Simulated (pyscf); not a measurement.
**`[NH2][Ta]([Cl])([Cl])([Cl])[Cl]`, singlet**

Gas-phase minimum from PySCF at ωB97X-D3(BJ)/def2-SVP, one conformer. 

SMILES: [Ta]([NH2])([Cl])([Cl])([Cl])[Cl]
```xyz
8

N      0.4649     0.0474    -1.0086
Ta    -1.2396     0.0404    -0.0684
Cl    -1.3860    -2.1861    -0.7207
Cl    -3.1541     0.5886    -1.2088
Cl    -1.2832    -0.5165     2.1569
Cl    -0.7824     2.2699     0.4064
H      1.0673     0.8637    -1.0745
H      0.8475    -0.7650    -1.4854
```

Bonds (Å): N1–Ta2 1.947, N1–H7 1.017, N1–H8 1.017, Ta2–Cl3 2.325, Ta2–Cl4 2.295, Ta2–Cl5 2.294, Ta2–Cl6 2.325. Angles (°): Ta2–N1–H7 123.6, Ta2–N1–H8 123.6, H7–N1–H8 112.8, N1–Ta2–Cl3 85.6, N1–Ta2–Cl4 119.3, N1–Ta2–Cl5 119.1, N1–Ta2–Cl6 85.6, Cl3–Ta2–Cl4 92.1, Cl3–Ta2–Cl5 92.2, Cl3–Ta2–Cl6 171.2, Cl4–Ta2–Cl5 121.6, Cl4–Ta2–Cl6 92.1, Cl5–Ta2–Cl6 92.2.

Properties at ωB97X-D3(BJ)/def2-SVP:

Harmonic wavenumbers, unscaled: 78, 81, 140, 152, 160, 161, 283, 359, 383, 409, 417, 453, 552, 704, 724, 1504, 3594, 3705 cm⁻¹
Zero-point energy: 19.8 kcal/mol
Rotational symmetry number: 2
Entropy of this conformer at 298 K and 1 atm, rigid rotor and harmonic oscillator, modes under 100 cm⁻¹ raised to 100: 406.7 J/(mol K)
Dipole moment: 2.72 D

Single-point totals, which compare only within one level:

```tsv
level	total energy (hartree)
ωB97X-D3(BJ)/def2-TZVP	-1954.24447
PBE/def2-TZVP	-1953.37908
r²SCAN/def2-TZVP	-1954.04963
B3LYP-D3(BJ)/def2-TZVP	-1954.25640
PBE0-D3(BJ)/def2-TZVP	-1953.48840
M06-2X/def2-TZVP	-1953.96472
ωB97M-D3(BJ)/def2-TZVP	-1954.32627
```

Soft torsions are taken as harmonic, which can shift the entropy by several J/(mol K). Elements past Kr carry the def2 core potentials, without spin-orbit coupling.
